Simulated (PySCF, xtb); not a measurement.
MoOCl₄, SMILES [O]=[Mo]([Cl])([Cl])([Cl])[Cl], multiplicity 1.

GFN2-xTB (xtb 6.7.1) at its own geometry gives an orbital gap of 3.16 eV and a dipole moment of 1.79 D.

Geometry: PBE0-D3(BJ)/def2-SVP. The spin state was assumed, not searched. The isomer is the one that the SMILES or the coordinates give; other isomers of the formula were not compared. The def2 effective core potentials stand for the cores of Mo; spin–orbit coupling is left out.

Task: What does PySCF with CAM-B3LYP/def2-TZVP give? (An estimate is asked for; the answer gives what the named calculation found.)

Result: gap 6.32 eV (levels -10.16 and -3.84 eV), dipole 1.23 D.
